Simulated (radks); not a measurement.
Effect of the nuclear size on the copper ion Cu+, [Ar] 3d10. Method: Dirac Kohn-Sham, exchange-only LDA, spin-unpolarised, spherical densities, finite nucleus; Fermi nuclear charge, rms radius 3.8823 fm; computed with a radial shooting solver on a logarithmic mesh with Libxc functionals. The rms radius is varied about that value; shifts are against it.

rms radius (fm)  total energy shift (eV)  density at nucleus (e/bohr^3)  1s1/2 shift (meV)  2s1/2 shift (meV)  3s1/2 shift (meV)
3.2922                           -0.0548                      2.226e+04              -23.3              -2.21             -0.334
3.5678                           -0.0303                      2.217e+04              -12.9              -1.22             -0.185
3.8823                                 0                      2.207e+04              0.000              0.000              0.000
4.123                             0.0248                        2.2e+04               10.6               1.00              0.151
4.4297                            0.0584                      2.192e+04               24.9               2.36              0.357

Slopes of the eigenvalues against <r^2> in GHz/fm^2, as finite differences over the two radii next to the reference (eigenvalue slopes, not the field-shift constants of lines): 1s1/2 1330, 2s1/2 126, 3s1/2 19.0.
